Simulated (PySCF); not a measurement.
Computed with B3LYP-D3(BJ)/def2-TZVP // B3LYP-D3(BJ)/def2-SVP run with PySCF. Isolated molecules, 0 K electronic values unless said otherwise. One relaxed conformer stands for a flexible species; it need not be the lowest. B3LYP has the VWN-RPA correlation part, as in Gaussian. Excitations are Tamm–Dancoff values on a coarser integration grid. The basis has no diffuse functions, so Rydberg states are missing or too high.

Reference species (SMILES): `[SH][GeH2][SH]` (H–S–Ge–S torsion -140°, S–Ge–S–H torsion -140°) (neutral, multiplicity 1).

```json
{
  "LUMO": "-0.77 eV",
  "T1 excitation (TDA)": "4.80 eV"
}
```

Changed species: `[SH][GeH2][GeH2][SH]` (n = 2; the reference has n = 1).

Problem. Predict the effect on the LUMO and T1 excitation (TDA).

Solution. the LUMO falls by 0.39 eV, to -1.16 eV; the T1 excitation (TDA) drops by 0.55 eV, to 4.25 eV.
